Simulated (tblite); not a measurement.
Species: C2H11BSi2.
Atom-mapped SMILES: `[CH3:1][B:2]([CH3:3])[SiH2:4][SiH3:5]` (hydrogens: H6, H7, H8 on C1; H9, H10, H11 on C3; H12, H13 on Si4; H14, H15, H16 on Si5)

Computed with GFN2-xTB (tblite), gas phase: L-BFGS steps from a force-field or distance-geometry start until the largest atomic force falls under 0.01 eV/Å.

Step 44: E = -395.5741 eV
```
atom  x, y, z in Å  |  force x, y, z in eV/Å
C1     -1.8091    1.3271   -0.2750    0.006   0.001   0.002
B2     -0.8707    0.0589   -0.3033   -0.022  -0.021  -0.010
C3     -1.4192   -1.2756    0.3389   -0.002  -0.019   0.006
Si4     0.9705    0.1422   -0.9744   -0.013  -0.003   0.010
Si5     2.5565   -0.1710    0.6927    0.005  -0.004  -0.014
H6     -1.5744    1.9075    0.6204    0.003  -0.003   0.004
H7     -2.8723    1.0953   -0.2229    0.010   0.014   0.017
H8     -1.6536    2.0046   -1.1133    0.002  -0.010  -0.008
H9     -1.4814   -1.1479    1.4217    0.001   0.021   0.006
H10    -2.4325   -1.5161    0.0179   -0.008   0.021  -0.012
H11    -0.8031   -2.1559    0.1652    0.026  -0.002  -0.022
H12     1.3199    1.3884   -1.6871   -0.016   0.020  -0.006
H13     1.2332   -0.8858   -2.0036   -0.002  -0.015   0.004
H14     3.7440   -0.8806    0.2171    0.029  -0.023   0.008
H15     2.0381   -0.9618    1.8162    0.001   0.011  -0.001
H16     3.0465    1.0798    1.2781   -0.019   0.012   0.015
```

Step 45: E = -395.5743 eV
```
atom  x, y, z in Å  |  force x, y, z in eV/Å
C1     -1.8087    1.3284   -0.2731    0.001  -0.002   0.003
B2     -0.8711    0.0598   -0.3043   -0.017  -0.020  -0.007
C3     -1.4178   -1.2760    0.3364   -0.008  -0.014   0.006
Si4     0.9690    0.1414   -0.9755    0.014  -0.009   0.026
Si5     2.5554   -0.1702    0.6947   -0.012   0.003  -0.041
H6     -1.5699    1.9108    0.6198    0.007  -0.002   0.004
H7     -2.8712    1.0962   -0.2145    0.000   0.013   0.015
H8     -1.6587    2.0041   -1.1139    0.006  -0.012  -0.006
H9     -1.4795   -1.1496    1.4195    0.003   0.017   0.005
H10    -2.4316   -1.5150    0.0157   -0.007   0.014  -0.011
H11    -0.8015   -2.1560    0.1603    0.018   0.005  -0.018
H12     1.3213    1.3841   -1.6918   -0.015   0.027  -0.008
H13     1.2321   -0.8902   -2.0007   -0.002  -0.018   0.001
H14     3.7433   -0.8782    0.2189    0.033  -0.026   0.007
H15     2.0371   -0.9614    1.8171   -0.004   0.006   0.007
H16     3.0442    1.0807    1.2801   -0.018   0.018   0.017
```

Step 46: E = -395.5746 eV
```
atom  x, y, z in Å  |  force x, y, z in eV/Å
C1     -1.8081    1.3300   -0.2707   -0.005  -0.006   0.005
B2     -0.8719    0.0605   -0.3057   -0.006  -0.013  -0.001
C3     -1.4162   -1.2768    0.3334   -0.013  -0.004   0.002
Si4     0.9674    0.1403   -0.9764    0.040  -0.011   0.030
Si5     2.5539   -0.1691    0.6965   -0.020   0.009  -0.057
H6     -1.5640    1.9150    0.6191    0.014  -0.001  -0.001
H7     -2.8698    1.0976   -0.2038   -0.012   0.013   0.013
H8     -1.6647    2.0032   -1.1149    0.010  -0.013   0.000
H9     -1.4771   -1.1514    1.4168    0.005   0.008   0.000
H10    -2.4306   -1.5134    0.0127   -0.005   0.000  -0.007
H11    -0.7990   -2.1559    0.1538    0.003   0.014  -0.011
H12     1.3223    1.3793   -1.6976   -0.015   0.028  -0.006
H13     1.2306   -0.8960   -1.9969   -0.001  -0.018   0.000
H14     3.7431   -0.8757    0.2213    0.030  -0.024   0.007
H15     2.0358   -0.9608    1.8182   -0.006   0.002   0.011
H16     3.0408    1.0821    1.2827   -0.019   0.018   0.016
```

Step 47: E = -395.5749 eV
```
atom  x, y, z in Å  |  force x, y, z in eV/Å
C1     -1.8073    1.3318   -0.2679   -0.011  -0.011   0.006
B2     -0.8729    0.0611   -0.3072    0.010  -0.002   0.005
C3     -1.4146   -1.2779    0.3301   -0.015   0.010  -0.004
Si4     0.9660    0.1389   -0.9769    0.051  -0.007   0.018
Si5     2.5518   -0.1678    0.6977   -0.011   0.009  -0.051
H6     -1.5568    1.9198    0.6183    0.019  -0.003  -0.008
H7     -2.8683    1.0997   -0.1918   -0.021   0.014   0.010
H8     -1.6708    2.0018   -1.1161    0.012  -0.016   0.008
H9     -1.4741   -1.1535    1.4138    0.005  -0.004  -0.007
H10    -2.4294   -1.5119    0.0092   -0.003  -0.015  -0.001
H11    -0.7959   -2.1554    0.1462   -0.015   0.020   0.000
H12     1.3227    1.3745   -1.7039   -0.015   0.022  -0.002
H13     1.2284   -0.9029   -1.9924    0.000  -0.015   0.001
H14     3.7431   -0.8732    0.2240    0.021  -0.018   0.010
H15     2.0342   -0.9600    1.8196   -0.006   0.003   0.006
H16     3.0365    1.0840    1.2859   -0.022   0.012   0.009
```

Task: Estimate the geometry and energy of step 48. (The exact step hangs on the optimiser's Hessian estimate; all steps are aligned on step 47, rigid shifts and turns removed.)

Result: E = -395.5752 eV, largest force 0.043 eV/Å
```
atom  x, y, z in Å  |  force x, y, z in eV/Å
C1     -1.8067    1.3333   -0.2655   -0.012  -0.014   0.007
B2     -0.8737    0.0615   -0.3083    0.022   0.011   0.010
C3     -1.4134   -1.2788    0.3271   -0.013   0.020  -0.010
Si4     0.9656    0.1375   -0.9770    0.043   0.000  -0.003
Si5     2.5497   -0.1665    0.6979    0.009   0.004  -0.024
H6     -1.5499    1.9240    0.6173    0.022  -0.005  -0.015
H7     -2.8672    1.1021   -0.1812   -0.023   0.015   0.008
H8     -1.6754    2.0001   -1.1171    0.011  -0.017   0.014
H9     -1.4714   -1.1556    1.4111    0.004  -0.013  -0.011
H10    -2.4284   -1.5111    0.0060   -0.003  -0.027   0.005
H11    -0.7931   -2.1546    0.1393   -0.029   0.020   0.008
H12     1.3220    1.3708   -1.7091   -0.014   0.013   0.003
H13     1.2262   -0.9093   -1.9883    0.002  -0.009   0.001
H14     3.7433   -0.8713    0.2266    0.009  -0.010   0.013
H15     2.0326   -0.9591    1.8209   -0.003   0.009  -0.007
H16     3.0322    1.0858    1.2887   -0.025   0.002   0.001
```

The energy changes by -0.0003 eV. The first-order estimate −F·Δx gives -0.0004 eV and the mean of the old and new forces, exact on a quadratic surface, -0.0003 eV. The step makes an angle of 81° with the force vector and moves no atom by more than 0.011 Å.

The cost below is that of the whole relaxation. On one thread, Arm Neoverse N1 (aarch64), shared host with 32 logical CPUs at a one-minute load of 12, this took 1.3 s of wall time.
